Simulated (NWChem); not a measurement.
Ionisation of 1,3,5-triazine (C₃H₃N₃)

```
C
N 1 1.3342
C 2 1.3342 1 114.55
N 1 1.3343 2 125.46 3 0.00
N 3 1.3343 2 125.46 1 0.00
C 4 1.3343 1 114.54 2 0.00
H 1 1.0975 2 117.27 3 180.00
H 3 1.0975 2 117.27 1 180.00
H 6 1.0975 4 117.27 1 180.00
```
Charge 0, spin multiplicity 1.

Program: NWChem. The geometry was optimised at B3LYP/def2-SVP, a minimum by its harmonic frequencies.

Basis set: def2-SVP. The species with one electron less has spin multiplicity 2 and keeps the geometry of the parent. Δ marks differences of total energies (open shells unrestricted). −ε marks an orbital energy of the parent. That orbital need not have the symmetry of the hole or added electron in the Δ rows.

B3LYP has NWChem's definition, with VWN1-RPA local correlation. No SCF solution was tested for a lower state.

Question: One of these methods gave a first vertical ionisation energy of 10.29 eV. Which?
A) −ε(HOMO) of LC-wPBE (omega 0.3 per bohr)
B) ΔPBE0
C) G0W0@PBE0
D) ΔLC-wPBE (omega 0.3 per bohr)

Answer: B, ΔPBE0. The others give 10.46 (ΔLC-wPBE (omega 0.3 per bohr)), 9.78 (G0W0@PBE0), 10.03 (−ε(HOMO) of LC-wPBE (omega 0.3 per bohr)).
